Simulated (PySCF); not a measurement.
Calculation: PySCF with TPSSh-D3(BJ)/def2-TZVP // BP86-D3(BJ)/def2-SVP. Gas-phase values, no solvent. One relaxed conformer stands for a flexible species; it need not be the lowest. 

Reference species: [Hf(F)4] (neutral, multiplicity 1).

- HOMO: -11.01 eV
- mean distance from the central atom to its bonded neighbours: 1.915 Å
- coordination number: 4

Changed species: [Hf(F)2(OH)2] (2 of 4 F replaced by OH; the reference has 0 of 4 F replaced by OH).

Problem. Predict the effect on the HOMO, mean distance from the central atom to its bonded neighbours and coordination number.

Solution. the HOMO rises by 2.45 eV, to -8.56 eV; the mean distance from the central atom to its bonded neighbours increases by 0.014 Å, to 1.929 Å; the coordination number stays essentially unchanged.
